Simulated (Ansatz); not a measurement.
Reaction (hydrogenolysis of the Al–N bond): `C=[N][Al]1[O][C]1=C` + H₂ → `C=[C]1[O][AlH]1` + `C=N`

Computed with Ansatz on PBE0-D4/def2-TZVP structures; ΔE is electronic, products minus reactants. CCSD(T)/CBS adds triple-zeta CCSD(T) − MP2 to the extrapolated MP2 energy (def2 sets, frozen cores). This one scheme is used for every species. Functionals use def2-TZVPP. HSE06 is defined as in plane-wave codes. One conformer a species, not always the lowest.

Question: Is it downhill or uphill in electronic energy at CCSD(T)/CBS, and by how much? (Best estimate.)

Answer: The calculation gave: Uphill: ΔE = +40.0 kJ/mol.

Question: What do these levels give: BLYP-D4, HSE06, MP2/def2-SVP, SCS-MP2/def2-TZVPP, MP2/CBS(def2), CCSD/CBS(def2)? (An estimate is asked.)

Answer: The calculation gave: BLYP-D4 48.5, HSE06 35.5, MP2/def2-SVP 42.5, SCS-MP2/def2-TZVPP 42.0, MP2/CBS(def2) 49.0, CCSD/CBS(def2) 37.5 kJ/mol.

Question: What do rigid-rotor, harmonic-oscillator terms from PBE0-D4/def2-TZVP frequencies (298.15 K, 1 bar) make of the CCSD(T)/CBS value? (Best estimate.)

Answer: The calculation gave: ΔZPE = +17.3 kJ/mol, ΔH = +51.1 kJ/mol, ΔS = 23 J/(mol·K), ΔG = +44.2 kJ/mol. Modes under 50 cm⁻¹ make the entropy rough.

Largest T1 diagnostic among the species: 0.018.

From r2SCAN to r2SCAN0 (25 % exact exchange), in def2-TZVPP and without D4, ΔE moves by −3.8 kJ/mol. The D4 term adds +6.4 kJ/mol with B3LYP and +3.7 kJ/mol with PBE0; it sums over pairs of atoms, weighted by their polarisabilities, and B3LYP, whose exchange is more repulsive, gets the larger term.

B3LYP here is the variant with VWN-RPA as its local correlation; programs differ in this.
